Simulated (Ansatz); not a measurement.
`[NH2][GaH][CH]=O` + `c1cc[nH]c1` → `O=Cc1ccc[nH]1` + `[NH2][GaH2]` at 298.15 K and 1 bar (formal exchange of groups at a C–Ga bond).

Program: Ansatz. Geometries: PBE0-D4/def2-TZVP. ΔE: electronic, gas phase. CCSD(T)/CBS is the MP2 limit (def2-TZVPP, def2-QZVPP) plus CCSD(T) − MP2 in def2-TZVPP, frozen cores. For Ga outer-core shells are correlated without core-valence functions, which leaves a few kJ/mol of doubt a bond. Scalar relativity is left out up to krypton. Each species was taken in one conformer, which may not be the lowest.

| species | CCSD(T)/CBS energy (Eh) | H − E (kJ/mol) | S (J/(mol·K)) |
| --- | --- | --- | --- |
| `[NH2][GaH][CH]=O` | -2094.25862 | 150.5 | 332.2 |
| `c1cc[nH]c1` | -209.90399 | 230.6 | 269.7 |
| `O=Cc1ccc[nH]1` | -323.12800 | 261.6 | 317.7 |
| `[NH2][GaH2]` | -1981.05479 | 115.2 | 263.8 |

H − E and S are ideal-gas, rigid-rotor, harmonic terms from PBE0-D4/def2-TZVP, for one conformer and one mirror image of each species. 1 Eh = 2625.50 kJ/mol, R = 8.31446 J/(mol·K).

Question: By hand: ΔE, ΔH, ΔS and ΔG.

Answer: ΔE = (-323.12800) + (-1981.05479) − (-2094.25862) − (-209.90399) = -0.02018 Eh = -53.0 kJ/mol. Δ(H − E) = 261.6 + 115.2 − 150.5 − 230.6 = -4.3, so ΔH = -57.3 kJ/mol. ΔS = 317.7 + 263.8 − 332.2 − 269.7 = -20.4 J/(mol·K). ΔG = -57.3 − 298.15 × (-20.4)/1000 = -51.2 kJ/mol.

Question: By hand: the equilibrium constant, and the temperature at which ΔG would vanish if ΔH and ΔS stayed fixed.

Answer: log₁₀ K = −ΔG/(RT ln 10) = 9.0. ΔG = 0 at ΔH/ΔS = 2809 K, far beyond where these terms or the molecules hold.

ΔH outweighs TΔS. A doubt of 5 kJ/mol in ΔE shifts log₁₀ K by 0.9 here. Other conformers and mirror images would add mixing entropy, several J/(mol·K) or more a flexible species. These are equilibria of isolated gas molecules and say nothing of rates. Largest T1 diagnostic: 0.016 (customary marks: 0.02 for closed shells, 0.045 for open ones).
